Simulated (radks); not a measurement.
Task: Species: the samarium ion Sm3+. Configuration: [Xe] 4f5 (the NIST ground configuration). Calculated with a radial shooting solver on a logarithmic mesh with Libxc functionals: scalar-relativistic Kohn-Sham, exchange-only LDA, spin-polarised, spherical densities, finite nucleus; open shells are filled with parallel spins first (spin-orbit coupling, left out, can overturn this in heavy ions); Fermi nuclear charge, rms radius 5.0819 fm. Some entries of the table are withheld. Estimate them.

| orbital | occ. | eigenvalue (hartree) | <r^2> (bohr^2) | r(max) (bohr) |
|---|---|---|---|---|
| 1s down | 1 | -1714.522 | 0.0007059 | 0.01451 |
| 1s up | 1 | -1714.522 | 0.0007059 | 0.01451 |
| 2s up | 1 | -281.1004 | 0.01113 | 0.08223 |
| 2s down | 1 | -281.0982 | 0.01113 | 0.08223 |
| 2p up | 3 | -251.0047 | 0.008924 | 0.06637 |
| 2p down | 3 | -251.0032 | 0.008924 | 0.06637 |
| 3s up | 1 | -62.45545 | 0.07450 | 0.2340 |
| 3s down | 1 | -62.38631 | 0.07440 | 0.2339 |
| 3p up | 3 | -53.04389 | 0.07456 | 0.2293 |
| 3p down | 3 | -52.97535 | 0.07444 | 0.2292 |
| 3d up | 5 | -40.25350 | 0.06291 | 0.1877 |
| 3d down | 5 | -40.19989 | 0.06276 | 0.1876 |
| 4s up | 1 | -13.32712 | 0.3783 | 0.5394 |
| 4s down | 1 | -13.15990 | 0.3782 | 0.5391 |
| 4p up | 3 | -10.22725 | 0.4269 | 0.5628 |
| 4p down | 3 | -10.06042 | 0.4269 | 0.5624 |
| 4d up | 5 | -5.87316 | 0.5179 | 0.5867 |
| 4d down | 5 | -5.70808 | 0.5193 | 0.5863 |
| 5s up | 1 | (1) | (2) | 1.241 |
| 5s down | 1 | (3) | (4) | 1.251 |
| 5p up | 3 | -1.81748 | 2.807 | 1.396 |
| 5p down | 3 | -1.74465 | 2.912 | 1.414 |
| 4f up | 5 | -1.19523 | 1.034 | 0.6045 |
| 4f down | 0 | -1.04785 | 1.134 | 0.6066 |

Result: 
(1) 5s up eigenvalue (hartree): -2.59946
(2) 5s up <r^2> (bohr^2): 2.108
(3) 5s down eigenvalue (hartree): -2.50489
(4) 5s down <r^2> (bohr^2): 2.165
